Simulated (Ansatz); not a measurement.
# A barrier at the coupled-cluster level

Start structure (GeH6O, closed shell), relaxed at PBE0-D4/def2-TZVP:

```
8
angstrom
Ge -0.5156 0.6882 0.9420
H -1.5166 0.3419 -0.1689
H 0.1194 -0.5955 1.4919
H -1.2848 1.3774 2.0847
H 0.5610 1.6401 0.4157
H 0.4201 -0.8891 -2.1719
O 1.0585 -0.8318 -1.4571
H 1.1580 -1.7311 -1.1362
```

The step: GeH₄ + H₂O → GeH₄O ([OH][GeH3]) + H₂; bonds formed: Ge1–O7, H2–H6; bonds broken: Ge1–H2, H6–O7. Ansatz 0.2.0; basis: def2-TZVPP and def2-QZVPP; cores frozen in the correlated methods. Filled d shells of the heavier atoms are correlated. The def2 sets are not built for correlating such inner shells, so the correlated values are less sure here. Extrapolation: Hartree–Fock as exp(−7.88 √X), correlation as X^−2.97. Energies below are by CCSD(T) at an estimated basis limit (MP2 extrapolated from triple and quadruple zeta, plus CCSD(T) − MP2 in triple zeta).

Task: What are the electronic barrier and the energy of the step, from the start structure to the end structure? (An estimate is asked for; the value comes from the calculation.)

Result: Computed: Barrier 51.60 kcal/mol; step energy 1.70 kcal/mol (uphill); reverse barrier, their difference, 49.90 kcal/mol. Barrier and step energy count from the start structure, the reverse barrier from the end structure.

The saddle point: One imaginary mode of 1347i cm⁻¹.
```tsv
pair	start (Å)	saddle (Å)	end (Å)
Ge1–O7	3.25	2.02	1.78
H2–H6	3.05	1.09	0.75
Ge1–H2	1.53	1.91	4.32
H6–O7	0.96	1.15	2.54
```

Zero-point energy (harmonic, PBE0-D4): ZPE is 33.04 kcal/mol at the start and 31.26 kcal/mol at the saddle, so the barrier goes from 51.60 to 49.82 kcal/mol.

No T1 diagnostic of these runs exceeds 0.014.

Labels in which every atom is bracketed show which atoms are joined, not bond orders.

For scale, one of the runs: CCSD(T)/def2-TZVPP, 163 basis functions (an equivalent command: `ansatz run in.yaml --threads 2`). Time: 20 s of wall clock on 2 CPU threads; the host was shared. Peak host memory: 1.3 GiB.
